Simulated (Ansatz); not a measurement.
`CCC(C)(C)C(C)C` + `S[Si]Cl` → `CS[Si]Cl` + `CCC(C)C(C)C`  (substitution at a C–C bond)

Calculated with Ansatz (gas phase, PBE0-D4/def2-TZVP geometries, no zero-point term in ΔE). CBS: MP2 limit from def2 TZ/QZ plus the TZ coupled-cluster correction, frozen cores. This one scheme is used for every species. DFT in def2-TZVPP. One conformer a species, not always the lowest.

`CCC(C)(C)C(C)C`:

```xyz
26

C     1.785   -1.621   -0.589
C     0.289   -1.576   -0.322
C    -0.383   -0.193   -0.397
C    -0.298    0.320   -1.835
C    -1.856   -0.384   -0.043
C     0.312    0.813    0.557
C    -0.315    2.203    0.541
C     0.407    0.325    1.998
H     2.144   -2.653   -0.571
H     2.037   -1.206   -1.567
H     2.353   -1.067    0.162
H    -0.220   -2.223   -1.046
H     0.084   -2.019    0.659
H     0.726    0.581   -2.114
H    -0.651   -0.444   -2.534
H    -0.917    1.206   -1.984
H    -1.984   -0.769    0.972
H    -2.315   -1.104   -0.725
H    -2.419    0.548   -0.126
H     1.337    0.924    0.182
H     0.274    2.886    1.160
H    -0.359    2.631   -0.462
H    -1.329    2.192    0.948
H    -0.584    0.188    2.441
H     0.947   -0.619    2.087
H     0.933    1.062    2.610
```

`S[Si]Cl`:

Cartesian coordinates in Å:
```
S 0.663 0.824 -0.401
Si -0.431 -0.932 0.126
Cl -1.601 -0.074 1.624
H 1.369 0.181 -1.349
```

`CS[Si]Cl`:

Cartesian coordinates in Å:
```
C -0.001 -0.891 0.356
S -0.314 0.695 1.169
Si -0.169 2.350 -0.151
Cl 0.308 1.471 -1.995
H 0.841 -1.369 0.855
H -0.890 -1.511 0.465
H 0.225 -0.744 -0.699
```

`CCC(C)C(C)C`:

```xyz
23

C     0.113   -1.280    2.303
C    -0.459   -0.580    1.081
C     0.604   -0.053    0.116
C     1.397    1.092    0.731
C     0.034    0.336   -1.261
C    -0.420   -0.879   -2.058
C    -1.081    1.371   -1.188
H    -0.683   -1.681    2.935
H     0.709   -0.605    2.921
H     0.756   -2.115    2.011
H    -1.114   -1.279    0.553
H    -1.097    0.251    1.403
H     1.309   -0.877   -0.069
H     0.745    1.929    1.001
H     2.149    1.468    0.033
H     1.919    0.781    1.638
H     0.868    0.790   -1.813
H     0.375   -1.626   -2.133
H    -0.707   -0.593   -3.073
H    -1.289   -1.361   -1.601
H    -0.779    2.264   -0.637
H    -1.971    0.961   -0.702
H    -1.376    1.687   -2.191
```

| species | BLYP energy (Eh) |
| --- | --- |
| `CCC(C)(C)C(C)C` | -315.59930 |
| `S[Si]Cl` | -1148.57252 |
| `CS[Si]Cl` | -1187.87106 |
| `CCC(C)C(C)C` | -276.30376 |

**Question.** Work out ΔE.

**Answer.** ΔE = (-1187.87106) + (-276.30376) − (-315.59930) − (-1148.57252) = -0.00300 Eh = -1.9 kcal/mol. CCSD(T)/CBS gives +4.3 kcal/mol.

Largest T1 diagnostic among the species: 0.014.

At CCSD(T), def2-SVP lies +1.8 kcal/mol from the extrapolated value and def2-TZVPP +0.7 kcal/mol. From BLYP to BHLYP (50 % exact exchange), in def2-TZVPP and without D4, ΔE moves by +3.1 kcal/mol.
